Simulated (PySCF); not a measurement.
# Computed structure and properties of [TmF4]−

System: [TmF4]− (singlet in the valence; each metal's 4f electrons, 12 of them, lie in its core potential, out of spins and levels); start: template (Td). Method: PySCF 2.14.0, RKS PBE0, Tm lcecp-1-SVP with ECP58, F def2-SVP; non-relativistic Hamiltonian with scalar-relativistic core potentials where named; density fitting; no spin-orbit coupling.

Input of the relaxation:

```python
mol = gto.M(atom='''
Tm    -0.00000     0.00000    -0.00000
F      1.18670     1.18670     1.18670
F     -1.18670    -1.18670     1.18670
F      1.18670    -1.18670    -1.18670
F     -1.18670     1.18670    -1.18670''',
    basis={'Tm': 'lcecp-1-SVP', 'F': 'def2-SVP'},
    ecp={'Tm': 'lcecp-1-SVP'},
    charge=-1, spin=0)
mf = dft.RKS(mol, xc='PBE0')
mf.grids.atom_grid = (50, 194)  # f atoms: unpruned, at least (60, 302)
mf = mf.density_fit()  # fitting sets: Tm AutoAux, F def2-universal-JKFIT
mf.conv_tol = 1e-08; mf.max_cycle = 55
mf.kernel(dm0)  # dm0: converged density of the start geometry
# quasi-Newton relaxation in Cartesian coordinates to a largest gradient under 0.00045 Eh/bohr, steps kept in the point group
```

Run from Python with OMP_NUM_THREADS=2; the lines above give its settings. Where DIIS fails, smearing, a level shift and second-order steps follow.
It took 6.9 s on 2 threads of Intel(R) Xeon(R) Platinum 8488C (Sapphire Rapids), with other jobs on the host, from the converged density of the start.

Course of the relaxation:

| step | energy above end (eV) | largest force component within the symmetry (eV/Å) |
| --- | --- | --- |
| 0 | 0.0141 | 0.213 |
| 1 | 0.0010 | 0.058 |
| 2 | 0.0000 | 0.002 |

Relaxed geometry (Td):

```xyz
5

Tm    0.0000    0.0000    0.0000
F     1.1758    1.1758    1.1758
F    -1.1758   -1.1758    1.1758
F     1.1758   -1.1758   -1.1758
F    -1.1758    1.1758   -1.1758
```

```
   contact      Å
Tm1–F2 (F)  2.037
Tm1–F3 (F)  2.037
Tm1–F4 (F)  2.037
Tm1–F5 (F)  2.037
```

On the finer grid (75, 302):

```yaml
HOMO: -4.99 eV
LUMO: 4.00 eV
Dipole_about_the_centre_of_mass: 0.00 D
Set_of_Mulliken_populations_of_Tm1_outside_the_core_potential: s 2.20, p 6.40, d 1.29, f 0.08
D3_BJ_dispersion_energy_not_in_the_energies: -0.052 eV
```

```csv
atom,Mulliken (e),Löwdin (e),spin (e)
Tm1,1.03,0.48,0.00
F2,-0.51,-0.37,0.00
F3,-0.51,-0.37,0.00
F4,-0.51,-0.37,0.00
F5,-0.51,-0.37,0.00
```

The 4f levels lie in the core potential and are missing. Their spin isn't counted.

On the grid (50, 194), as all that follows. Harmonic modes: a minimum; lowest 115 cm⁻¹ (negative: unstable), highest 540 cm⁻¹, zero-point energy 0.167 eV.

Taking off one F (charge -1, singlet; the rest: singlet) in vacuum, both parts rigid, costs 6.82 eV; the small basis without counterpoise inflates it.

Rigid scan of F along the line from its metal:

```csv
distance to F2 (Å),energy (eV)
1.74,1.258
1.84,0.472
1.94,0.099
2.04,0.000
2.14,0.075
2.24,0.259
2.44,0.792
2.74,1.694
3.14,2.755
3.64,3.716
```

One start shape was tried, so this needn't be the lowest isomer.

An lcecp potential fixes the number of 4f electrons, so in runs with it no electron can move into or out of that shell.
